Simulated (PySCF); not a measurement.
Compound: C4H11NOSi2.
SMILES with atom numbers: `[CH3:1]/[N:2]=[CH:3]/[Si@H:4]1[CH2:5][CH2:6][SiH2:7][O:8]1` (hydrogens: H9, H10, H11 on C1; H12 on C3; H13 on Si4; H14, H15 on C5; H16, H17 on C6; H18, H19 on Si7)

Cartesian coordinates in Å at the PBE0-D3(BJ)/def2-SVP level; atoms count from 1:
```xyz
19
C4H11NOSi2 angstrom
C      3.7912   -0.3804   -0.3283
N      2.4503   -0.2936   -0.8306
C      1.5776    0.3540   -0.1721
Si    -0.1850    0.3613   -0.8298
C     -1.2223   -1.0684   -0.1324
C     -2.6594   -0.5380    0.0630
Si    -2.4939    1.2850    0.5567
O     -1.0441    1.6666   -0.2022
H      4.0598   -1.4411   -0.1904
H      4.4889    0.0160   -1.0840
H      3.9484    0.1584    0.6279
H      1.8357    0.8564    0.7904
H     -0.1576    0.4181   -2.3183
H     -0.7824   -1.3473    0.8415
H     -1.1853   -1.9740   -0.7588
H     -3.2348   -1.1382    0.7863
H     -3.2144   -0.5778   -0.8904
H     -2.3647    1.4757    2.0345
H     -3.5960    2.1551    0.0534
```

All values: PBE0/pcSseg-1 and CAM-B3LYP/def2-SVPD (PySCF, non-relativistic), on one gas-phase PBE0-D3(BJ)/def2-SVP geometry that isn't relaxed in the solvent. The solvent is an IEF-PCM continuum (Bondi radii, 1.10 Å for H, scaled by 1.2). Specific hydrogen bonds and non-electrostatic terms are outside this model.

Gas phase at PBE0/pcSseg-1: HOMO -7.12 eV, LUMO -0.82 eV, dipole 1.81 D.

Question: What does the continuum do to the energy, the frontier levels and the dipole at PBE0/pcSseg-1 in methanol and acetonitrile?

Answer: 
| solvent | ε | E(solvent) − E(gas) (kJ/mol) | polarisation term (kJ/mol) | distortion of the solute (kJ/mol) | HOMO (eV) | LUMO (eV) | dipole (D) |
| --- | --- | --- | --- | --- | --- | --- | --- |
| methanol | 32.61 | -19.38 | -22.44 | 3.06 | -7.18 | -0.82 | 2.43 |
| acetonitrile | 35.69 | -19.47 | -22.57 | 3.10 | -7.18 | -0.82 | 2.43 |

The first energy column is the sum of the next two and covers electrostatics alone. From methanol to acetonitrile the lowering changes by a factor 1.00, Onsager's factor (ε − 1)/(2ε + 1) by 1.00 and ε itself by 1.1.

Question: Which radius a makes the point-dipole formula ΔE = −[(ε − 1)/(2ε + 1)]·μ²/a³ give the value in acetonitrile, with the gas-phase dipole?

Answer: μ = 0.713 au and |ΔE| = 0.00742 Eh give a = 1.69 Å; the farthest nucleus lies 4.59 Å from the centroid of the nuclei, so such a sphere wouldn't even hold the nuclei. The formula assumes a rigid point dipole at the centre of a sphere.

Question: Give the dipole vector in the frame of the coordinates (D, pointing from negative to positive charge), gas and acetonitrile.

Answer: Gas (0.17, -1.26, 1.29), solvent (0.07, -1.55, 1.87). Its length changes by +34 % and its direction by 6°.

Question: Which Hirshfeld charges (PBE0/pcSseg-1) respond most in acetonitrile (means over atoms taken as equivalent)?

Answer: 
| atoms | environment | gas (e) | solvent (e) | change |
| --- | --- | --- | --- | --- |
| N2 | C=N nitrogen | -0.135 | -0.158 | -0.023 |
| O8 | siloxane oxygen | -0.324 | -0.336 | -0.012 |
| H12 | hydrogen on a C=N carbon | +0.034 | +0.045 | +0.011 |
| Si4 | oxygen-bound silicon | +0.414 | +0.408 | -0.006 |
| H13 | Si–H hydrogen | -0.077 | -0.083 | -0.006 |
| H14 | methylene hydrogen | +0.038 | +0.044 | +0.006 |

Question: Which Mayer bond orders change most in acetonitrile?

Answer: 
```json
{"bond": "Si4–C5", "length (Å)": "1.899", "gas": "0.916", "solvent": "0.930", "change": "+0.014"}
{"bond": "Si7–O8", "length (Å)": "1.680", "gas": "0.923", "solvent": "0.909", "change": "-0.014"}
{"bond": "N2–C3", "length (Å)": "1.271", "gas": "1.840", "solvent": "1.829", "change": "-0.011"}
{"bond": "C6–Si7", "length (Å)": "1.896", "gas": "0.913", "solvent": "0.923", "change": "+0.010"}
{"bond": "C1–N2", "length (Å)": "1.434", "gas": "0.996", "solvent": "0.987", "change": "-0.009"}
{"bond": "O8–Si4", "length (Å)": "1.684", "gas": "0.896", "solvent": "0.887", "change": "-0.009"}
{"bond": "C3–Si4", "length (Å)": "1.881", "gas": "0.848", "solvent": "0.854", "change": "+0.006"}
{"bond": "C5–H14", "length (Å)": "1.104", "gas": "0.941", "solvent": "0.936", "change": "-0.005"}
```

Gas phase at CAM-B3LYP/def2-SVPD: HOMO -8.55 eV, LUMO 0.23 eV, dipole 1.75 D.

Question: What does the continuum do to the energy, the frontier levels and the dipole at CAM-B3LYP/def2-SVPD in acetonitrile?

Answer: 
```tsv
solvent	ε	E(solvent) − E(gas) (kJ/mol)	polarisation term (kJ/mol)	distortion of the solute (kJ/mol)	HOMO (eV)	LUMO (eV)	dipole (D)
acetonitrile	35.69	-18.97	-22.80	3.83	-8.59	0.26	2.48
```

Question: How does the static polarisability (CAM-B3LYP/def2-SVPD, frozen core, with the continuum's full static response) change?

Answer: 
```tsv
medium	isotropic (au)	principal values (au)	⟨r²⟩ of the electrons (bohr²)
gas	108.3	89.7, 97.3, 137.8	1867.3
acetonitrile	144.0	124.5, 135.8, 171.7	1866.4
```

The isotropic value in acetonitrile is 1.33 times the gas-phase one; no cavity-field correction is applied. ⟨r²⟩ is taken about the centre of nuclear charge.
